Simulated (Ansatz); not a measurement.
CuNOH₄⁺, that is Cu(NH3)(OH) with one electron fewer. Charge 1, multiplicity 2. Geometry r2SCAN-D4/def2-TZVP, that of the neutral singlet; atoms count from 1.

```xyz
7

Cu   -0.283    0.597    0.208
N     0.520   -0.948   -0.571
H     0.674   -0.813   -1.568
H    -0.066   -1.773   -0.464
H     1.423   -1.158   -0.150
O    -1.015    2.094    0.808
H    -1.254    2.000    1.736
```

Q: Estimate the Mulliken populations from the PBE0/def2-TZVP orbitals of Ansatz.

A: 
```csv
atom,charge (e),spin (α − β),d electrons
Cu1,0.47,0.34,9.56
N2,-0.51,-0.01,–
H3,0.32,0.00,–
H4,0.32,0.00,–
H5,0.32,0.00,–
O6,-0.30,0.68,–
H7,0.38,-0.02,–
```
Mulliken values and Mayer orders depend strongly on the basis.

Q: Where does the spin sit?

A: Summed by element: Cu 0.34, N -0.01, H -0.01, O 0.68, of 1 unpaired in all. Largest on single atoms: O6 0.68, Cu1 0.34, H7 -0.02.

Q: And the Mayer bond orders between bonded heavy atoms (over 0.3)?

A: Cu1–N2 0.69 (1.91 Å); Cu1–O6 1.14 (1.77 Å).
